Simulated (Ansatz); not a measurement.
Input for Ansatz (a program for electronic structure): R-PBE/def2-TZVPPD on CH8Si (a complex), monomers drawn apart or pushed together. Files ending in .json are basis or fitting sets from the Basis Set Exchange.

Ansatz 0.2 input:
```yaml
crystal:
  periodic: [false, false, false]
  atoms:
    - {symbol: H, position_ang: [-0.61203198, 0.30408096, 0.13778172]}
    - {symbol: H, position_ang: [0.03070897, 0.26850090, -0.23557631]}
    - {symbol: C, position_ang: [0.71566407, -1.08835110, 2.90066878]}
    - {symbol: Si, position_ang: [-0.28470755, 0.47285702, 3.18351089]}
    - {symbol: H, position_ang: [1.67646538, -1.03243364, 3.41557081]}
    - {symbol: H, position_ang: [0.90946527, -1.23847210, 1.83740465]}
    - {symbol: H, position_ang: [0.18272160, -1.96440228, 3.27468559]}
    - {symbol: H, position_ang: [-0.54731086, 0.66859698, 4.63046413]}
    - {symbol: H, position_ang: [-1.58953009, 0.39247192, 2.48210151]}
    - {symbol: H, position_ang: [0.44257656, 1.66158921, 2.67626762]}
basis:
  gaussian:
    orbitals: def2-TZVPPD.json
hamiltonian:
  xc: {name: PBE}
scf: {lower_state_search: off}
```

### Question
Give the final energy of this run.

### Answer
-332.1748 hartree.
